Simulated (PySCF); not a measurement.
Task: Write Cartesian coordinates for `O=CN[SiH2]C#[C][GeH3]` as optimised with PBE0-D3(BJ)/def2-SVP.

Result: 
```
atom  x, y, z in Å
O1    -4.519    0.549    0.444
C2    -3.837   -0.441    0.290
N3    -2.491   -0.376    0.122
Si4   -1.737    1.230    0.141
C5     0.054    0.884   -0.063
C6     1.249    0.649   -0.189
Ge7    3.110    0.290   -0.380
H8    -4.264   -1.472    0.276
H9    -1.968   -1.236    0.000
H10   -1.969    1.911    1.441
H11   -2.220    2.059   -0.993
H12    3.628   -0.313    0.933
H13    3.298   -0.704   -1.534
H14    3.832    1.609   -0.686
```

Any rigid rotation of these coordinates is as good. Atoms count from 1 in this order. The 7 heavy atoms lie in one plane (0.020 Å rms). Ge7 (germanium bonded to C and 3 H) is tetrahedral (angles from 108.5° to 110.4°). N3 (amide nitrogen) is planar (angles 123.4°, 119.0° and 117.6°, sum 360.0°, 0.00 Å off the plane of its three neighbours). Si4 (SiH2 silicon) is distorted tetrahedral (angles from 104.0° to 111.2°).

Bonds between heavy atoms (Å): O1=C2 1.211, C2–N3 1.359, N3–Si4 1.774, Si4–C5 1.836, C5≡C6 1.224, C6–Ge7 1.905.

Computed with PySCF, PBE0-D3(BJ)/def2-SVP geometry optimisation, gas phase.

PBE0-D3(BJ)/def2-SVP frequencies: not computed here. One conformer, not necessarily the lowest (O1–C2–N3–Si4 0°, C2–N3–Si4–C5 178°).

Time: 2.4 min wall; peak memory 0.59 GiB. Hardware: an Arm Neoverse V1 with one thread, no GPU, shared host. That covers the optimisation of the geometry.
